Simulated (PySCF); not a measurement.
C6H6N, doublet (typed; the unrestricted solution is spin-contaminated), geometry from GFN2-xTB; HF/3-21G (PySCF).

The PySCF input:
```python
from pyscf import gto, scf

mol = gto.Mole()
mol.atom = '''
    N     2.29860263   -0.10269741   -0.43202811
    C     0.94730490   -0.07104129   -0.15047653
    C     0.15454108   -1.19702592   -0.15877412
    C    -1.18662254   -1.21384003    0.04392116
    C    -1.83247905    0.00333077    0.27756657
    C    -1.08410192    1.16547363    0.29608986
    C     0.28195560    1.14034632    0.08972417
    H     2.75252956   -0.99209279   -0.30019751
    H     2.83504755    0.69160033   -0.12177972
    H    -1.75091955   -2.13455025    0.02770138
    H    -2.89960850    0.02395912    0.44019263
    H    -1.57189258    2.11263484    0.47896231
    H     0.86103691    2.05386958    0.11101112
'''
mol.basis = '3-21g'
mol.spin = 1
mol.verbose = 5
mol.build()

mf = scf.UHF(mol)
mf.kernel()
```

What the program printed (banner, timings and long lists left out):

```
PySCF version 2.14.0

[INPUT] verbose = 5
[INPUT] max_memory = 4000
[INPUT] num. atoms = 13
[INPUT] num. electrons = 49
[INPUT] charge = 0
[INPUT] spin (= nelec alpha-beta = 2S) = 1
[INPUT] symmetry False subgroup None
[INPUT] Mole.unit = angstrom
[INPUT] Symbol           X                Y                Z      unit          X                Y                Z       unit  Magmom
[...]
[INPUT] ---------------- BASIS SET ----------------
[INPUT] l, kappa, [nprim/nctr], expnt,             c_1 c_2 ...
[INPUT] N
[...]
                                36.4851           0.352955
                                7.81449           0.706513
[...]
                                1.14915           1.22442
[...]
                                1.14915           0.858953
[...]
[INPUT] H
[...]
                                0.824547          0.904691
[...]
[INPUT] C
[...]
                                25.9109           0.358794
                                5.53335           0.700713
[...]
                                0.770545          1.21584
[...]
                                0.770545          0.860619
[...]
nuclear repulsion = 262.527440873288
number of shells = 47
number of NR pGTOs = 123
number of NR cGTOs = 75
basis = 3-21g
ecp = {}

******** <class 'pyscf.scf.uhf.UHF'> ********
method = UHF
initial guess = minao
damping factor = 0
level_shift factor = 0
DIIS = <class 'pyscf.scf.diis.CDIIS'>
diis_start_cycle = 1
diis_space = 8
diis_damp = 0
SCF conv_tol = 1e-09
SCF conv_tol_grad = None
SCF max_cycles = 50
direct_scf = True
direct_scf_tol = 1e-13
number electrons alpha = 25  beta = 24
Set gradient conv threshold to 3.16228e-05
E1 = -900.806779740875  E2 = 352.7511231622893  Ecoul = 393.5031811908974  Exc = -40.75205802860813
init E= -285.528215705298
cond(S) = 2630.1270960373968

  alpha mo_energy =
[-15.5482737  -11.25836403 -11.25619349 -11.25406946 -11.2525698
 -11.25161317 -11.23526241  -1.71816694  -1.50602489  -1.29925969
  -1.19421999  -0.90185724  -0.86073376  -0.67425292  -0.63524212
  -0.58274959  -0.50457763  -0.4675104   -0.46386063  -0.41166737
  -0.36604376  -0.34701243  -0.25077498  -0.18094562  -0.13322244
   0.06021885   0.08113264   0.19256609   0.2036675    0.25078937
   0.28202454   0.288376     0.29576016   0.29942869   0.37248329
   0.43705952   0.49798721   0.50073399   0.51925247   0.72057442
   0.79233769   0.84286906   0.89683062   0.90422481   0.95111984
   0.97830131   0.99149994   0.99838949   1.00778112   1.0409484
   1.0467915    1.04919175   1.08341994   1.1290801    1.1523714
   1.19034143   1.226761     1.26375178   1.32243332   1.35109031
   1.38342775   1.40945598   1.43929093   1.47564586   1.59264794
   1.59998922   1.66804058   1.6753372    1.744389     1.75159994
   1.84246269   2.07998964   2.15429024   2.58945071   2.94096506]
  beta  mo_energy =
[-15.5482737  -11.25836403 -11.25619349 -11.25406946 -11.2525698
 -11.25161317 -11.23526241  -1.71816694  -1.50602489  -1.29925969
  -1.19421999  -0.90185724  -0.86073376  -0.67425292  -0.63524212
  -0.58274959  -0.50457763  -0.4675104   -0.46386063  -0.41166737
  -0.36604376  -0.34701243  -0.25077498  -0.18094562  -0.13322244
   0.06021885   0.08113264   0.19256609   0.2036675    0.25078937
   0.28202454   0.288376     0.29576016   0.29942869   0.37248329
   0.43705952   0.49798721   0.50073399   0.51925247   0.72057442
   0.79233769   0.84286906   0.89683062   0.90422481   0.95111984
   0.97830131   0.99149994   0.99838949   1.00778112   1.0409484
   1.0467915    1.04919175   1.08341994   1.1290801    1.1523714
   1.19034143   1.226761     1.26375178   1.32243332   1.35109031
   1.38342775   1.40945598   1.43929093   1.47564586   1.59264794
   1.59998922   1.66804058   1.6753372    1.744389     1.75159994
   1.84246269   2.07998964   2.15429024   2.58945071   2.94096506]
multiplicity <S^2> = 0.75  2S+1 = 2
E1 = -901.0431597438852  E2 = 355.1232171940756  Ecoul = 394.6736045858632  Exc = -39.55038739178758
cycle= 1 E= -283.392501676522  delta_E= 2.14  |g|= 0.315  |ddm|= 2.92
  alpha mo_energy =
[-15.50603353 -11.35602425 -11.22798943 -11.22745459 -11.22127312
 -11.20435436 -11.19808809  -1.27556677  -1.176655    -1.05070252
  -1.03140164  -0.86842589  -0.84265028  -0.73861417  -0.71322104
  -0.66726694  -0.63002542  -0.62391614  -0.57578386  -0.55857391
  -0.52574532  -0.46961791  -0.38260108  -0.36894025  -0.31573283
   0.12588053   0.1420576    0.24535634   0.26375315   0.29318044
   0.33134682   0.34902319   0.35994044   0.36478754   0.44144158
   0.4850837    0.52613548   0.53304182   0.5671314    0.78168424
   0.82072126   0.86062661   0.91341478   0.92642249   0.98359325
   1.00226928   1.02788047   1.02816963   1.03386892   1.0809667
   1.08634467   1.09453465   1.10793962   1.14941547   1.18346064
   1.20542481   1.28329087   1.31457629   1.3715177    1.38461172
   1.42949813   1.44141897   1.46535804   1.52999222   1.6239807
   1.63853886   1.69972563   1.72024239   1.79025301   1.79334053
   1.87191384   2.1250595    2.20641354   2.64128764   2.98801796]
  beta  mo_energy =
[-15.50524579 -11.35391377 -11.22553085 -11.21950798 -11.21393176
 -11.20428507 -11.19574018  -1.26535069  -1.16248514  -1.03258555
  -1.01132654  -0.85134873  -0.82094337  -0.72559952  -0.70431633
  -0.65230007  -0.6181974   -0.59974142  -0.57012794  -0.52797909
  -0.5136938   -0.46674965  -0.36175562  -0.3095547    0.06221185
   0.12944849   0.15209143   0.24829505   0.27545922   0.30088309
   0.33654342   0.35509857   0.36628669   0.37239196   0.44954945
   0.49635919   0.54882438   0.55095133   0.57535093   0.79802359
   0.84252264   0.87042814   0.92314304   0.92971286   0.99115835
   1.02962997   1.0316691    1.03776387   1.08264231   1.08868361
   1.09649469   1.09977283   1.1181686    1.15409006   1.18995251
   1.21302954   1.28776993   1.31905697   1.3759378    1.38931785
   1.43091068   1.44832982   1.47312664   1.53433961   1.629043
   1.64112413   1.70226595   1.72315203   1.79500752   1.7992163
[...]
   1.66369583   1.72377025   1.73056096   1.81657473   1.82290405
   1.90161698   2.15381546   2.22641243   2.66147461   3.02204456]
  beta  mo_energy =
[-15.47759024 -11.22220656 -11.18201437 -11.17765892 -11.16311037
 -11.16069496 -11.15600847  -1.22505038  -1.13292753  -1.00687004
  -0.97674701  -0.82300954  -0.791797    -0.70310457  -0.68155273
  -0.63018596  -0.60122231  -0.58834408  -0.54950357  -0.52454105
  -0.50309422  -0.46144377  -0.35801446  -0.28990634   0.13463267
   0.16898895   0.19446471   0.27023667   0.29244152   0.31742217
   0.35424472   0.36705699   0.38087895   0.40194254   0.48078242
   0.51607473   0.57364331   0.57809332   0.6007755    0.82407464
   0.8634787    0.88573342   0.95189196   0.95568085   1.01627755
   1.04053941   1.05158318   1.05175662   1.10964571   1.12433319
   1.12982798   1.13282344   1.14613711   1.18250351   1.21802177
   1.2378571    1.30619973   1.33731874   1.39405281   1.41879221
   1.44766129   1.47266989   1.50036759   1.5549847    1.64679584
   1.66336693   1.72666581   1.73470234   1.8213405    1.8260116
   1.90223659   2.15853737   2.23686151   2.66583699   3.02362579]
multiplicity <S^2> = 1.3130665  2S+1 = 2.5004531
E1 = -902.6795174920896  E2 = 356.6511478936985  Ecoul = 396.49387765843574  Exc = -39.842729764737214
cycle= 27 E= -283.500928725104  delta_E= -2.4e-08  |g|= 5.73e-06  |ddm|= 0.00073
  alpha mo_energy =
[-15.47570267 -11.21031303 -11.19351918 -11.17651968 -11.17489756
 -11.16860485 -11.16522837  -1.22136546  -1.14253792  -1.02130936
  -0.99812539  -0.83183683  -0.81208784  -0.70933778  -0.68715425
  -0.64676874  -0.60725219  -0.59673933  -0.55118498  -0.54161824
  -0.51510715  -0.43970739  -0.40708625  -0.37311448  -0.32352439
   0.17058286   0.19147952   0.26761876   0.28393754   0.31334788
   0.35397419   0.36253898   0.37743994   0.39026225   0.47546979
   0.51079902   0.54982552   0.55871608   0.60749417   0.80054043
   0.84212658   0.87638834   0.94138778   0.9471348    1.00682226
   1.01878885   1.03618295   1.04184677   1.04405921   1.10421606
   1.12096645   1.12708479   1.13758347   1.18115564   1.21234733
   1.23451068   1.30220615   1.33518247   1.39161348   1.41429299
   1.46250431   1.46839097   1.49559957   1.55046945   1.64503494
   1.66369657   1.72377029   1.73056132   1.81657504   1.82290465
   1.90161774   2.15381582   2.22641278   2.661475     3.02204549]
  beta  mo_energy =
[-15.47758814 -11.22220576 -11.18201121 -11.17765606 -11.16311107
 -11.16069259 -11.15600904  -1.22504974  -1.13292656  -1.00686951
  -0.9767465   -0.82300894  -0.79179628  -0.70310382  -0.68155173
  -0.63018529  -0.60122189  -0.5883435   -0.54950414  -0.5245405
  -0.5030938   -0.46144371  -0.35801557  -0.28990831   0.13463295
   0.16899224   0.19446687   0.27023698   0.29244187   0.31742256
   0.3542452    0.36705723   0.38087918   0.40194301   0.48078278
   0.51607514   0.57364374   0.57809362   0.60077573   0.82407522
   0.86347898   0.88573379   0.95189226   0.95568134   1.0162782
   1.04053965   1.05158306   1.05175688   1.10964608   1.12433458
   1.12982798   1.13282449   1.14613728   1.1825041    1.21802212
   1.23785764   1.30620072   1.33731935   1.39405335   1.41879293
   1.44766187   1.47267049   1.50036805   1.55498523   1.64679619
   1.66336772   1.72666597   1.73470282   1.82134098   1.82601212
   1.90223719   2.15853782   2.23686182   2.66583733   3.02362676]
multiplicity <S^2> = 1.3131096  2S+1 = 2.5004876
E1 = -902.6795159154785  E2 = 356.65114631698833  Ecoul = 396.49388285651355  Exc = -39.84273653952522
cycle= 28 E= -283.500928725203  delta_E= -9.9e-11  |g|= 2.48e-06  |ddm|= 3.97e-05
  alpha mo_energy =
[-15.4757022  -11.21031151 -11.19351929 -11.17651908 -11.17489809
 -11.16860539 -11.16522932  -1.221365    -1.14253798  -1.02130945
  -0.99812535  -0.83183682  -0.81208784  -0.70933776  -0.68715416
  -0.64676865  -0.60725214  -0.59673925  -0.55118516  -0.54161806
  -0.51510725  -0.43970723  -0.4070862   -0.37311452  -0.32352414
   0.17058243   0.1914796    0.26761884   0.28393758   0.31334796
   0.35397432   0.36253886   0.37743984   0.39026224   0.47546981
   0.51079885   0.54982553   0.55871618   0.60749449   0.80054031
   0.84212661   0.87638834   0.94138785   0.94713478   1.00682215
   1.01878903   1.03618288   1.04184676   1.04405917   1.10421598
   1.12096607   1.12708489   1.13758356   1.18115583   1.21234753
   1.23451089   1.30220587   1.33518237   1.39161332   1.41429319
   1.46250463   1.46839106   1.49559977   1.55046929   1.64503497
   1.6636967    1.72377046   1.73056117   1.81657492   1.82290466
   1.90161804   2.15381589   2.22641267   2.66147496   3.02204586]
  beta  mo_energy =
[-15.47758764 -11.22220426 -11.1820117  -11.17765679 -11.16311052
 -11.16069324 -11.15600915  -1.22504922  -1.13292665  -1.00686961
  -0.97674637  -0.82300887  -0.79179627  -0.7031037   -0.6815516
  -0.6301852   -0.60122183  -0.58834344  -0.54950389  -0.52454061
  -0.50309385  -0.4614436   -0.35801544  -0.28990798   0.13463302
   0.16899196   0.19446673   0.27023704   0.29244185   0.31742262
   0.35424528   0.36705716   0.38087913   0.40194295   0.48078275
   0.51607509   0.57364388   0.5780937    0.60077593   0.82407513
   0.86347903   0.88573376   0.95189234   0.9556813    1.01627821
   1.04053946   1.05158317   1.05175676   1.10964601   1.12433455
   1.12982792   1.13282431   1.1461374    1.18250428   1.21802224
   1.23785777   1.30620051   1.3373192    1.39405324   1.41879313
   1.44766221   1.47267053   1.50036823   1.55498514   1.6467962
   1.66336789   1.72666611   1.73470266   1.82134091   1.82601211
   1.90223755   2.15853781   2.23686178   2.66583731   3.02362716]
multiplicity <S^2> = 1.3131085  2S+1 = 2.5004868
E1 = -902.6795149353902  E2 = 356.6511453368929  Ecoul = 396.4938817508581  Exc = -39.84273641396521
Extra cycle  E= -283.50092872521  delta_E= -7.16e-12  |g|= 1.5e-06  |ddm|= 5.14e-06
converged SCF energy = -283.50092872521  <S^2> = 1.3131085  2S+1 = 2.5004868
```
